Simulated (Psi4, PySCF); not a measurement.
The PySCF input:
```python
from pyscf import gto, scf, dft

mol = gto.M(
    atom='''
Mo    0.000000   -0.000000   -0.000000
F     1.038304   -0.438275   -1.321262
F    -1.038304    0.438275    1.321262
F    -1.103890    0.744977   -1.114599
F    -0.848084   -1.506260   -0.166820
F     0.848084    1.506260    0.166820
F     1.103890   -0.744977    1.114599
''',
    basis='def2-svp',
    ecp={'Mo': 'def2-svp'},
    charge=0,
    spin=0,
    verbose=4,
)

mf = dft.RKS(mol)
mf.xc = 'pbe0'
mf.grids.atom_grid = (99, 590)
mf.grids.prune = None
mf.kernel()
```

Give the equivalent Psi4 input.

One answer among several that fit: 
```
memory 2 GB

molecule {
0 1
  Mo    0.00000000   -0.00000000   -0.00000000
  F     1.03830425   -0.43827508   -1.32126199
  F    -1.03830425    0.43827508    1.32126199
  F    -1.10388951    0.74497657   -1.11459941
  F    -0.84808386   -1.50625989   -0.16681998
  F     0.84808386    1.50625989    0.16681998
  F     1.10388951   -0.74497657    1.11459941
}

set basis def2-svp
set scf_type pk
set puream true
set d_convergence 1e-8
set dft_radial_points 99
set dft_spherical_points 590

energy('pbe0')
print_variables()
```

Both were run: PySCF gave -666.370790 Eh and Psi4 -666.370786 Eh, 0.004 mEh apart.
